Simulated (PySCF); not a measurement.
Computed IR spectrum (relative IR intensity) of a molecule C4H4F2. Geometry: PBE-D3(BJ)/def2-SVP. One conformer was computed; it need not be the lowest. Computed with PBE-D3(BJ)/def2-SVP run with PySCF. Harmonic, unscaled wavenumbers; measured fundamentals usually lie a few per cent lower.

Lines under 2 % of the strongest are left out, and lines within 2 cm⁻¹ are merged.

```csv
ν (cm⁻¹),relative intensity
334,2.3
341,4.6
416,3.0
511,12
648,22
665,21
851,7.7
1028,13
1086,100
1112,67
1191,13
1354,14
1361,39
2975,5.0
2983,23
3408,42
```

### Question
Which molecule gave these data?
A. C#CCC(F)F
B. C=C(F)C(=C)F
C. FC1(F)C=CC1
D. C=C=CC(F)F

### Answer
A, C#CCC(F)F
